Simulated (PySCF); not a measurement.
C4H3ClSi. Atoms are numbered in the order given.

```xyz
9

Si     0.5635     0.0081     0.0000
Cl    -0.2775     1.9096     0.0000
C      0.0142    -0.8917    -1.4953
C     -0.3401    -1.4976    -2.5032
C      0.0142    -0.8917     1.4953
C     -0.3401    -1.4976     2.5032
H      2.0508     0.1573     0.0000
H     -0.6551    -2.0311    -3.3912
H     -0.6551    -2.0311     3.3912
```

The structure is a stationary point at PBE-D3(BJ)/def2-SVP.

The numbers are results of PBE-D3(BJ)/def2-SVP (PySCF), not measurements.

Frequencies are harmonic and unscaled.

Computed normal modes with their intensities:
```json
[
 {"mode": "1", "ν (cm⁻¹)": "89", "IR (km/mol)": "1.3", "moving atoms (share of kinetic energy)": "C 67 %, H 17 %, Cl 9 %"},
 {"mode": "2", "ν (cm⁻¹)": "120", "IR (km/mol)": "0.4", "moving atoms (share of kinetic energy)": "C 43 %, Cl 35 %, Si 12 %, H 11 %"},
 {"mode": "3", "ν (cm⁻¹)": "126", "IR (km/mol)": "2.1", "moving atoms (share of kinetic energy)": "C 47 %, Si 23 %, Cl 15 %, H 15 %"},
 {"mode": "4", "ν (cm⁻¹)": "226", "IR (km/mol)": "2.3", "moving atoms (share of kinetic energy)": "C 82 %, H 18 %"},
 {"mode": "5", "ν (cm⁻¹)": "300", "IR (km/mol)": "10.2", "moving atoms (share of kinetic energy)": "C 84 %, H 8 %"},
 {"mode": "6", "ν (cm⁻¹)": "339", "IR (km/mol)": "18.5", "moving atoms (share of kinetic energy)": "C 70 %, Cl 19 %"},
 {"mode": "7", "ν (cm⁻¹)": "388", "IR (km/mol)": "37.4", "moving atoms (share of kinetic energy)": "C 84 %, Si 9 %"},
 {"mode": "8", "ν (cm⁻¹)": "519", "IR (km/mol)": "58.0", "moving atoms (share of kinetic energy)": "Si 43 %, Cl 33 %, C 20 %"},
 {"mode": "9", "ν (cm⁻¹)": "627", "IR (km/mol)": "85.4", "moving atoms (share of kinetic energy)": "Si 46 %, C 39 %, H 8 %"},
 {"mode": "10", "ν (cm⁻¹)": "670", "IR (km/mol)": "64.5", "moving atoms (share of kinetic energy)": "C 43 %, Si 42 %, H 16 %"},
 {"mode": "11", "ν (cm⁻¹)": "702", "IR (km/mol)": "16.2", "moving atoms (share of kinetic energy)": "H 76 %, C 24 %"},
 {"mode": "12", "ν (cm⁻¹)": "703", "IR (km/mol)": "47.0", "moving atoms (share of kinetic energy)": "H 77 %, C 23 %"},
 {"mode": "13", "ν (cm⁻¹)": "709", "IR (km/mol)": "4.0", "moving atoms (share of kinetic energy)": "H 76 %, C 24 %"},
 {"mode": "14", "ν (cm⁻¹)": "709", "IR (km/mol)": "46.5", "moving atoms (share of kinetic energy)": "H 76 %, C 24 %"},
 {"mode": "15", "ν (cm⁻¹)": "785", "IR (km/mol)": "177.9", "moving atoms (share of kinetic energy)": "H 87 %, Si 10 %"},
 {"mode": "16", "ν (cm⁻¹)": "788", "IR (km/mol)": "225.1", "moving atoms (share of kinetic energy)": "H 79 %, Si 16 %"},
 {"mode": "17", "ν (cm⁻¹)": "2091", "IR (km/mol)": "32.3", "moving atoms (share of kinetic energy)": "C 90 %, H 9 %"},
 {"mode": "18", "ν (cm⁻¹)": "2091", "IR (km/mol)": "78.8", "moving atoms (share of kinetic energy)": "C 90 %, H 9 %"},
 {"mode": "19", "ν (cm⁻¹)": "2207", "IR (km/mol)": "71.7", "moving atoms (share of kinetic energy)": "H 97 %"},
 {"mode": "20", "ν (cm⁻¹)": "3389", "IR (km/mol)": "73.0", "moving atoms (share of kinetic energy)": "H 86 %, C 14 %"},
 {"mode": "21", "ν (cm⁻¹)": "3390", "IR (km/mol)": "30.8", "moving atoms (share of kinetic energy)": "H 86 %, C 14 %"}
]
```
